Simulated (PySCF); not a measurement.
**Vibration and rotation of CSe⁺**

ROHF-CCSD(T) constants of CSe⁺, ²Σ⁺ (doublet), unpaired electrons σ ↑ (C pcseg-1, Se pcseg-1; no relativity (PySCF 2.14); masses 12.0000 and 79.9165 u):

```
ωe              : 1079.8 cm⁻¹
ωexe            : 6.16 cm⁻¹
Be              : 0.5892 cm⁻¹
αe              : 0.00422 cm⁻¹
D (centrifugal) : 7.02e-07 cm⁻¹
De to C + Se⁺   : 4.18 eV
```

Task: Give the vibrational terms G(v) and spacings up to v = 6.

Result: G(v) = ωe(v+½) − ωexe(v+½)².

| v | G(v) (cm⁻¹) | G(v) − G(v−1) | Bv (cm⁻¹) |
| --- | --- | --- | --- |
| 0 | 538.4 |  | 0.5871 |
| 1 | 1605.8 | 1067.5 | 0.5829 |
| 2 | 2661.0 | 1055.2 | 0.5786 |
| 3 | 3703.8 | 1042.8 | 0.5744 |
| 4 | 4734.4 | 1030.5 | 0.5702 |
| 5 | 5752.6 | 1018.2 | 0.5660 |
| 6 | 6758.4 | 1005.9 | 0.5618 |

Task: How well does the Morse estimate ωe²/(4ωexe) reproduce De, and what is D0?

Result: It gives 5.87 eV, 140 % of the computed De. D0 = De − G(0) = 4.18 − 0.07 = 4.11 eV.

Correlated steps freeze 10 core orbitals. Correlated levels converge slowly with the basis: in double zeta they bind strong bonds too weakly, by up to about 1 eV, and carry superposition errors of some tenths. Spin–orbit coupling is left out. For an ion De counts to the pair picked by the measured ionisation energies or electron affinities, which need not be the lowest pair at this level. The state is the lowest determinant that a PBE0 search found; another state may lie lower at other levels.
